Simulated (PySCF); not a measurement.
**Which functional comes closest?**

Molecule: `FC(C(F)(Cl)Cl)(Cl)Cl`, C$_{2}$Cl$_{4}$F$_{2}$.

Geometry:
| atom | x (Å) | y (Å) | z (Å) |
| --- | --- | --- | --- |
| F1 | 1.255 | 0.702 | -1.047 |
| C2 | 0.752 | 0.214 | 0.088 |
| Cl3 | 1.707 | -1.189 | 0.573 |
| Cl4 | 0.795 | 1.457 | 1.330 |
| C5 | -0.718 | -0.236 | -0.210 |
| F6 | -0.662 | -1.177 | -1.153 |
| Cl7 | -1.637 | 1.136 | -0.834 |
| Cl8 | -1.483 | -0.896 | 1.229 |

Geometry PBE0-D3(BJ)/def2-SVP throughout; GIAO in PySCF, gas phase, one conformer, non-relativistic; equivalent atoms averaged; basis pcSseg-1.

Reference values (measured; University of Colorado NMR facility, 19F NMR Reference Standards): δ(F1/F6) = -67.8 ppm vs CFCl3. Computed shifts are taken against CFCl3, calculated as an isolated molecule at each level.

Question: How do the functionals BP86, OPBE, KT2, KT3, B97-D, PBE0, CAM-B3LYP, LC-wPBE perform against the reference? Times are CPU seconds on shared hosts with different chips, so compare them loosely.

Answer: 
| functional | kind | F1/F6 | abs. error F | core-s |
| --- | --- | --- | --- | --- |
| BP86 | GGA | -81.6 | 13.8 | 16 |
| OPBE | GGA | -77.3 | 9.5 | 17 |
| KT2 | GGA | -84.7 | 16.9 | 17 |
| KT3 | GGA | -80.0 | 12.2 | 24 |
| B97-D | GGA | -78.7 | 10.9 | 23 |
| PBE0 | global hybrid | -75.1 | 7.3 | 20 |
| CAM-B3LYP | range-separated hybrid | -72.5 | 4.7 | 18 |
| LC-wPBE | range-separated hybrid | -68.0 | 0.2 | 22 |

For 19F the closest is LC-wPBE (0.2 ppm) and the furthest KT2 (16.9 ppm). One molecule is a small sample, and vibrational and solvent effects are absent from the calculation.
